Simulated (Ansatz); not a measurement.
Species: GeI2, charge 0, singlet. GeI2 (SMILES [I][Ge][I]).
B3LYP-D3(BJ)/def2-TZVP minimum from Ansatz (a quantum-chemistry and plane-wave program):
```xyz
3

Ge     0.0170     0.0000     1.2404
I      1.0196    -1.7356    -0.3885
I     -1.0299     1.7355    -0.3605
```
Charge 0, spin multiplicity 1.

Wanted: atomisation energy (electronic, to ground-state atoms), in kcal/mol. Open shells are spin-unrestricted; no spin-orbit coupling. Cores are frozen in correlated methods (noble-gas shells, and filled d and f shells in the p block). Past Kr the def2 sets carry scalar-relativistic core potentials. CBS(X,Y): correlation extrapolated as X^-3, Hartree-Fock from the larger set. A bracket is a step between two methods taken in the basis named. Spin-orbit terms, left out, reach several kcal/mol for Br and I, and more for heavier atoms.

CCSD(T)/CBS(def2-TZVPP,def2-QZVPP) + [CCSDT(Q) - CCSD(T)]/def2-TZVPP (Ansatz) gives 143.0 kcal/mol.

Problem. What does PBE/def2-TZVPD (Ansatz) give here, and how do the other levels compare?

Solution. PBE gives 151.7 kcal/mol, 8.7 kcal/mol above it. Differences of the others: r2SCAN/def2-TZVPD (Ansatz) 4.2; wB97M-V/def2-TZVPD (Ansatz) -5.1; CCSD(T)/CBS(def2-TZVPP,def2-QZVPP) (Ansatz) -0.5 kcal/mol.
